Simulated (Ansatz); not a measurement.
```yaml
crystal:
  periodic: [false, false, false]
  atoms:
    - {symbol: C, position_ang: [0.467985, -0.288099, 1.712580]}
    - {symbol: N, position_ang: [0.226266, -0.382760, 0.294809]}
    - {symbol: C, position_ang: [0.680062, -1.648985, -0.223140]}
    - {symbol: Y, position_ang: [-0.688607, 1.159586, -0.891569]}
    - {symbol: O, position_ang: [-1.226159, 2.844864, 0.112207]}
    - {symbol: O, position_ang: [-0.900972, 0.743652, -2.871071]}
    - {symbol: H, position_ang: [1.538880, -0.378783, 1.959702]}
    - {symbol: H, position_ang: [-0.052354, -1.079238, 2.277785]}
    - {symbol: h, position_ang: [0.123111, 0.674251, 2.106299]}
    - {symbol: H, position_ang: [0.496413, -1.721102, -1.300737]}
    - {symbol: H, position_ang: [0.169326, -2.501782, 0.254344]}
    - {symbol: H, position_ang: [1.760547, -1.801354, -0.063676]}
    - {symbol: H, position_ang: [-1.528921, 3.685935, 0.439985]}
    - {symbol: H, position_ang: [-1.065587, 0.693795, -3.807518]}
basis:
  gaussian: {orbitals: def2-mTZVPP}
hamiltonian: {xc: {name: B97}}
scf: {lower_state_search: off}
output: {forces: true}
```

```sh
$ ansatz run in.yaml --threads 2 --pin off --events-out ev --progress --plain --max-ram 20480MiB --backend cpu
```

(1) How does Ansatz answer? (Estimate.)

Results:

(1) Ansatz gave: The program refused the input.
```
Error: YAML parse error: error: line 12 column 16: `h` is not an element symbol (H … Og, case-exact)
10 |     - {symbol: H, position_ang: [1.538880, -0.378783, 1.959702]}
11 |     - {symbol: H, position_ang: [-0.052354, -1.079238, 2.277785]}
12 |     - {symbol: h, position_ang: [0.123111, 0.674251, 2.106299]}
13 |     - {symbol: H, position_ang: [0.496413, -1.721102, -1.300737]}
14 |     - {symbol: H, position_ang: [0.169326, -2.501782, 0.254344]}
```
